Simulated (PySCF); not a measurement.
Homolysis of single bonds, series B Br-H. Gas-phase values, no solvent. Strings in code marks are SMILES.

Method: PBE-D3(BJ)/def2-TZVP // B3LYP-D3(BJ)/def2-TZVP (PySCF 2.14.0). 

```
species                       dipole moment (D)
----------------------------  -----------------
whole molecule (`BrB(Br)Br`)               0.00
radical fragment (`Br[B]Br`)                  ?
whole molecule (`BrBBr`)                   0.25
radical fragment (`[BH]Br`)                0.56
whole molecule (`BBr`)                     0.39
radical fragment (`[BH2]`)                 0.51
whole molecule (`B`)                       0.00
```

Task: What belongs in the gaps?

Result: 
- radical fragment (`Br[B]Br`), dipole moment (D): 0.53
